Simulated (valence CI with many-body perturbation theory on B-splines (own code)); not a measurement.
Ir64+: what the settings do

Computed by relativistic CI+MBPT: three valence electrons over a frozen Dirac-Fock core [Ne], a basis of 6 s, 6 p, 5 d, 3 f, 1 g functions for each j, with the one-electron correlation potential Σ1, the two-electron term Σ2, the three-electron term Σ3, Breit, model QED; selected CI, second order for the rest, scaled by the run's own slope (own B-spline code, finite nucleus).

No measured spectrum was set against this ion. As an estimate, large intervals hold to a few tenths of a per cent, small ones and those within an open d or f shell to about a per cent.

The reference run has the lowest level (3s^2 3p1/2) J=1/2 and an ionisation energy of 7422.48 eV. Its largest variational space holds 2743 state functions.

Levels are named by their leading jj configuration (3d3/2^4 stands for four electrons in 3d with j = 3/2), which in mixed levels can hold well under half, so a name can repeat and another be missing. Letters in brackets count levels of one name in rising energy.

Changed runs:
A. averaging of valence orbitals over low configurations on → off
B. correlating orbitals by l 3 3 3 2 1 → 4 5 5 0 1; scale of Σ2 1 → 0
C. hole-hole ladder in Σ2 on → off
D. size limit of the variational space 10000 → 300; second order for the rest on → off (bad on purpose)

Excitation energies of the reference run in cm⁻¹, and shifts in cm⁻¹:

```
                     Level  Reference        A       B       C      D
        (3s 3p1/2^2) J=1/2    1442300      +28    +789     +39   +215
        (3s^2 3p3/2) J=3/2    3546800     +0.6    -946     -37   +903
(3s 3p1/2 3p3/2) J=3/2 [a]    4728590      +34   -2947    -100   +643
    (3s 3p1/2 3p3/2) J=5/2    4884270      +30   -1268     -37   +906
(3s 3p1/2 3p3/2) J=3/2 [b]    5058800      +37    +404    -5.0  +1096
    (3s 3p1/2 3p3/2) J=1/2    5146680      +27   +3576     +11   +452
        (3s^2 3d3/2) J=3/2    5535410      +63   +6912    -182  +1313
        (3s^2 3d5/2) J=5/2    6253230      +76   +4389    -216   +712
(3s 3p1/2 3d3/2) J=3/2 [a]    6463270      +72    +250     -56   +712
(3s 3p1/2 3d3/2) J=3/2 [b]    6573300      +74   +1555    -120   +847
    (3s 3p1/2 3d3/2) J=5/2    6670880      +92   +1644    -241   +670
    (3s 3p1/2 3d3/2) J=1/2    6897510     +107   +6249    -239   +154
    Ionisation energy (eV)    7422.48  +0.0001  -0.027  -0.027  -0.06
```
